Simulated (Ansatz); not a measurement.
`[SiH3][SbH2]` + `CO[AsH2]` → `CO[AsH][SiH3]` + stibine at 298.15 K and 1 bar (cleavage of the Si–Sb bond).

Isolated molecules relaxed with PBE0-D4/def2-TZVP in Ansatz; ΔE leaves out vibrations. CCSD(T)/CBS is the MP2 limit (def2-TZVPP, def2-QZVPP) plus CCSD(T) − MP2 in def2-TZVPP, frozen cores. Elements past krypton have def2 core potentials. For As, Sb outer-core shells are correlated without core-valence functions, which leaves a few kJ/mol of doubt a bond. Scalar relativity is left out up to krypton. Each species was taken in one conformer, which may not be the lowest.

```csv
species,CCSD(T)/CBS energy (Eh),H − E (kJ/mol),S (J/(mol·K))
`[SiH3][SbH2]`,-532.08095,115.3,306.1
`CO[AsH2]`,-2351.21577,166.5,295.9
`CO[AsH][SiH3]`,-2641.50192,218.5,366.7
`[SbH3]`,-241.78682,60.8,232.7
```

H − E and S are ideal-gas, rigid-rotor, harmonic terms from PBE0-D4/def2-TZVP, for one conformer and one mirror image of each species. 1 Eh = 2625.50 kJ/mol, R = 8.31446 J/(mol·K).

Problem. By hand: ΔE, ΔH, ΔS and ΔG.

Solution. ΔE = (-2641.50192) + (-241.78682) − (-532.08095) − (-2351.21577) = 0.00798 Eh = 21.0 kJ/mol. Δ(H − E) = 218.5 + 60.8 − 115.3 − 166.5 = -2.5, so ΔH = 18.5 kJ/mol. ΔS = 366.7 + 232.7 − 306.1 − 295.9 = -2.6 J/(mol·K). ΔG = 18.5 − 298.15 × (-2.6)/1000 = 19.3 kJ/mol.

Problem. By hand: the equilibrium constant, and the temperature at which ΔG would vanish if ΔH and ΔS stayed fixed.

Solution. log₁₀ K = −ΔG/(RT ln 10) = -3.4. ΔH and −TΔS have one sign here, so there is no such temperature. One of them is within its doubt of zero, so this could turn.

The number of gas molecules stays the same, so ΔS is small and ΔH decides. A doubt of 5 kJ/mol in ΔE shifts log₁₀ K by 0.9 here. Other conformers and mirror images would add mixing entropy, several J/(mol·K) or more a flexible species. Modes under 60 cm⁻¹, often nearly free rotors, make the harmonic entropy too high. These are equilibria of isolated gas molecules and say nothing of rates. Largest T1 diagnostic: 0.014 (customary marks: 0.02 for closed shells, 0.045 for open ones).
